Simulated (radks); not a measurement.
Task: Species: Rh+. Configuration: [Kr] 4d8. Calculated with a radial shooting solver on a logarithmic mesh with Libxc functionals: Dirac Kohn-Sham, Slater X-alpha with alpha = 0.846, spin-unpolarised, spherical densities, point nucleus; open shells fill j = l - 1/2 first. Some entries of the table are withheld. Estimate them.

orbital,occ.,eigenvalue (eV),<1/r> (bohr^-1)
1s1/2,2,-23108.26,47.07
2s1/2,2,-3371.285,10.81
2p1/2,2,(1),(2)
2p3/2,4,(3),(4)
3s1/2,2,-613.0488,(5)
3p1/2,2,-517.1077,3.668
3p3/2,4,-491.8227,3.523
3d3/2,4,-320.5848,3.356
3d5/2,6,-315.5503,3.318
4s1/2,2,-92.6066,1.421
4p1/2,2,-63.1413,1.299
4p3/2,4,-59.1159,1.253
4d3/2,4,-15.3120,0.9129
4d5/2,4,-14.8789,0.9003

Result: 
(1) 2p1/2 eigenvalue (eV): -3128.968
(2) 2p1/2 <1/r> (bohr^-1): 10.80
(3) 2p3/2 eigenvalue (eV): -2983.000
(4) 2p3/2 <1/r> (bohr^-1): 10.20
(5) 3s1/2 <1/r> (bohr^-1): 3.760
